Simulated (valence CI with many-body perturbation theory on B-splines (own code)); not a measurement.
# Basis-set convergence for Cs XXIII

Calculated by relativistic CI+MBPT: five valence electrons over a frozen Dirac-Fock core [Ar] 3d10, a basis of 9 s, 9 p, 8 d, 6 f, 3 g, 1 h functions for each j, with the one-electron correlation potential Σ1, the two-electron term Σ2, the three-electron term Σ3, Breit, model QED; selected CI, second order for the rest, scaled by the run's own slope (own B-spline code, finite nucleus).

No measured spectrum was set against this ion. As an estimate, levels hold to about 250 cm⁻¹ or 0.2 % of their energy and the worst to 1 %, as in measured heavy ions of charge 2 to 7; those with d or f electrons hold less well. Among the levels kept, up to 960 cm⁻¹ of a level comes from second order outside the variational space, and about a tenth of that is noise between levels of different J, which matters for small intervals.

The reference run has the lowest level (4s^2 4p1/2^2 4p3/2) J=3/2 and an ionisation energy of 701.952 eV. Its largest variational space holds 19998 state functions.

Levels are named by their leading jj configuration (3d3/2^4 stands for four electrons in 3d with j = 3/2), which in mixed levels can hold well under half, so a name can repeat and another be missing. Letters in brackets count levels of one name in rising energy.

Changed runs:
A. basis 6 s, 6 p, 5 d, 3 f, 1 g
B. basis 5 s, 5 p, 4 d, 2 f

Excitation energies of the reference run in cm⁻¹, and shifts in cm⁻¹:

| Level | Reference | A | B |
| --- | --- | --- | --- |
| (4s^2 4p1/2 4p3/2^2) J=3/2 | 121417 | -59 | -156 |
| (4s^2 4p1/2 4p3/2^2) J=5/2 | 147593 | +55 | +278 |
| (4s^2 4p1/2 4p3/2^2) J=1/2 | 181909 | +114 | +520 |
| (4s^2 4p3/2^3) J=3/2 | 305340 | +38 | +291 |
| (4s 4p1/2^2 4p3/2^2) J=5/2 | 541086 | -128 | -378 |
| (4s 4p1/2^2 4p3/2^2) J=3/2 | 605176 | -72 | -156 |
| (4s 4p1/2^2 4p3/2^2) J=1/2 | 611285 | -22 | +34 |
| (4s 4p1/2 4p3/2^3) J=3/2 [a] | 688204 | -96 | -201 |
| (4s 4p1/2 4p3/2^3) J=5/2 | 724124 | -29 | +25 |
| (4s^2 4p1/2^2 4d3/2) J=3/2 | 725991 | +159 | +838 |
| (4s^2 4p1/2^2 4d5/2) J=5/2 | 765218 | +141 | +787 |
| (4s 4p1/2 4p3/2^3) J=1/2 | 766143 | +0.5 | +158 |
| Ionisation energy (eV) | 701.952 | -0.042 | -0.155 |
